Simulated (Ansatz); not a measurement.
A structure relaxed at PBE0-D4/def2-TZVP, charge 0, multiplicity 1:

| atom | x (Å) | y (Å) | z (Å) |
| --- | --- | --- | --- |
| Si1 | 0.3729 | -0.9715 | -0.0278 |
| O2 | -0.1393 | 0.5626 | -0.3175 |
| Ge3 | -0.8580 | 1.8478 | 0.6991 |
| H4 | 0.1815 | -1.3315 | 1.4055 |
| H5 | 1.8149 | -1.0785 | -0.3669 |
| H6 | -0.4029 | -1.9147 | -0.8729 |
| H7 | -0.9691 | 2.8858 | -0.5195 |

**Question.** Give its formula and SMILES.

**Answer.** GeH4OSi, `[SiH3][O][GeH]`.

**Question.** Point group (tolerance 0.08 Å, 0.16 Å for H)?

**Answer.** Cs.

**Question.** Summarise the bond lengths by kind.

**Answer.** 1 × O–Si 1.643 Å; 3 × H–Si 1.485 to 1.490 Å; 1 × Ge–O 1.789 Å; 1 × Ge–H 1.605 Å.

Results of the Gaussian-basis code of Ansatz.
